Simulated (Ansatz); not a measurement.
Which isomer of FHOSn gives these data?

These gas-phase data were calculated for one isomer of FHOSn at BLYP-D3(BJ)/def2-SVP (harmonic, unscaled wavenumbers; equilibrium rotational constants with average atomic masses):

| Quantity | Value |
| --- | --- |
| rotational constants | 18, 5.181, 4.023 GHz |
| all wavenumbers above 1500 cm⁻¹ | 1793 |
| dipole moment | 4.20 D (PBE0/def2-TZVPD) |

Candidates:

(1) `[O]=[SnH][F]`, a singlet
(2) `[OH][Sn][F]`, a singlet

Task: Assign the data to one candidate and say why.

Result: Candidate (1). No mode falls between 3300 and 4000 cm⁻¹, where the O–H stretch of (2) would stand.

The same quantities for all candidates:

```tsv
	rotational constants (GHz)	wavenumbers above 1500 cm⁻¹	dipole (D)	E above the lowest, BLYP-D3(BJ)/def2-SVP (kcal/mol)
(1)	18, 5.181, 4.023	1793	4.20	68.1
(2)	9.316, 6.527, 3.838	3623	2.36	0.0
```

Harmonic stretches to hydrogen usually lie a few per cent above observed fundamentals. Each candidate is one conformer. Atoms past krypton carry core potentials. Programs: Ansatz 0.2.0.
